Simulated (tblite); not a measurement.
Species: C6H9NSSi.
Numbering: `[CH3:1][S:2]/[CH:3]=[CH:4]\[C:5]([C:6]#[N:7])=[CH:8]/[SiH3:9]` (hydrogens: H10, H11, H12 on C1; H13 on C3; H14 on C4; H15 on C8; H16, H17, H18 on Si9)

The geometry is computed with GFN2-xTB (gas phase).

(1) What internal coordinates does the optimisation give?

Results:

(1) 
```
                     bond  length (bohr)
                    C1–S2          3.442
                    S2–C3          3.289
                    C3=C4          2.535
                    C4–C5          2.725
                    C5–C6          2.683
                    C6≡N7          2.168
                    C5=C8          2.558
                   C8–Si9          3.551
   C1–H10, C1–H11, C1–H12          2.052
                   C3–H13          2.040
                   C4–H14          2.045
                   C8–H15          2.047
Si9–H16, Si9–H17, Si9–H18          2.768
```

Bonds in one row agree within 0.02 bohr and their mean is given. A selection of angles:
```
      angle  degrees
  S2–C1–H10    109.8
  S2–C1–H11    106.4
 H10–C1–H11    109.9
 H10–C1–H12    111.0
   C1–S2–C3     99.3
   S2–C3–C4    127.2
  S2–C3–H13    113.3
  C4–C3–H13    119.5
   C3–C4–C5    127.8
  C3–C4–H14    117.6
  C5–C4–H14    114.6
   C4–C5–C6    120.0
   C4–C5–C8    123.7
   C6–C5–C8    116.4
   C5–C6–N7    174.5
  C5–C8–Si9    126.6
  C5–C8–H15    116.4
 Si9–C8–H15    117.0
 C8–Si9–H16    110.0
 C8–Si9–H18    107.3
H16–Si9–H17    109.3
```

Torsions: C1–S2–C3–C4 180° (antiperiplanar); S2–C3–C4–C5 0° (synperiplanar); C3–C4–C5–C6 -1° (synperiplanar); C4–C5–C8–Si9 0° (synperiplanar). The mirror-image conformer, all signs reversed, is as good.

The 9 heavy atoms lie in one plane (0.008 Å rms). The 2 C–S bonds span 1.740 Å (S2–C3, drawn single) to 1.821 Å (C1–S2, drawn single), a spread of 0.081 Å. Of the pairs four or more bonds apart, Si9···H14 is among the closest relative to their van der Waals radii: 2.77 Å, 84 % of the sum of Bondi's values. Si9 (SiH3 silicon) is tetrahedral (angles from 107.3° to 110.2°). The C–C distances run from 1.341 Å (C3=C4, drawn double) to 1.442 Å (C4–C5, drawn single), a spread of 0.101 Å.

Point group: near Cs, missed by 0.09 Å at most; the miss may be what the optimiser left on a soft mode. Its GFN2-xTB frequencies are all real (lowest 33 cm⁻¹). One conformer, not necessarily the lowest.

Time: 0.86 s wall. Hardware: one thread of an Arm Neoverse V2, shared host with 32 logical CPUs at a one-minute load of 16. That covers the optimisation of the geometry.
